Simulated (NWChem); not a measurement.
System: C₂H₆OSi; SMILES C[SiH2]C=O

```xyz
10

C     -1.0442    -1.4323     0.0000
Si     0.6471    -0.6353     0.0000
C      0.4031     1.2833     0.0000
O     -0.6993     1.7751     0.0000
H     -1.6099    -1.1139    -0.8885
H     -0.9784    -2.5304     0.0000
H     -1.6099    -1.1139     0.8885
H      1.4583    -0.9906     1.2081
H      1.4583    -0.9906    -1.2081
H      1.3120     1.9517     0.0000
```
Atoms are numbered in this order, from 1.

Results from NWChem. All runs use the structure optimised with PBE0/def2-SVP. Level: M05-2X/def2-SVP with SMD (1 M gas to 1 M solution), gas-phase geometry. Reactions with the solvent are ignored.

Problem. Among these, which solvent gives the lowest value of “dipole in solution (D)”?
A) water
B) 1-propanol
C) cyclohexanone
D) methanol

Solution. C, cyclohexanone. Values: cyclohexanone 2.21; 1-propanol 2.51; methanol 2.60; water 2.61
